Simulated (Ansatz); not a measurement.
Consider the isomerisation: `OC(F)(F)BF` → `OC(F)B(F)F`.

Gas-phase electronic energies from Ansatz, PBE0-D4/def2-TZVP geometries. CBS: MP2 limit from def2 TZ/QZ plus the TZ coupled-cluster correction, frozen cores. DFT in def2-TZVPP. One conformer a species, not always the lowest.

Q: Is it downhill or uphill in electronic energy at CCSD(T)/CBS, and by how much? (Best estimate.)

A: Ansatz gave: Downhill: ΔE = -177.3 kJ/mol.

Q: What do these levels give: BLYP, HF/def2-SVP, CCSD(T)/def2-SVP, MP2/def2-TZVPP, HF/def2-QZVPP, MP2/CBS(def2)? (Best estimate.)

A: Ansatz gave: BLYP -170.5, HF/def2-SVP -169.6, CCSD(T)/def2-SVP -170.5, MP2/def2-TZVPP -180.9, HF/def2-QZVPP -176.8, MP2/CBS(def2) -182.2 kJ/mol.

Largest T1 diagnostic among the species: 0.013.

At CCSD(T), def2-SVP lies +6.8 kJ/mol from the extrapolated value and def2-TZVPP +1.3 kJ/mol. Leaving LDA and LC-ωPBE aside and taking each functional with its dispersion term where it has one, the values, not all of them listed here, spread over 10.4 kJ/mol, from BHLYP-D4 to revPBE-D4. From BLYP to BHLYP (50 % exact exchange), in def2-TZVPP and without D4, ΔE moves by −6.6 kJ/mol.
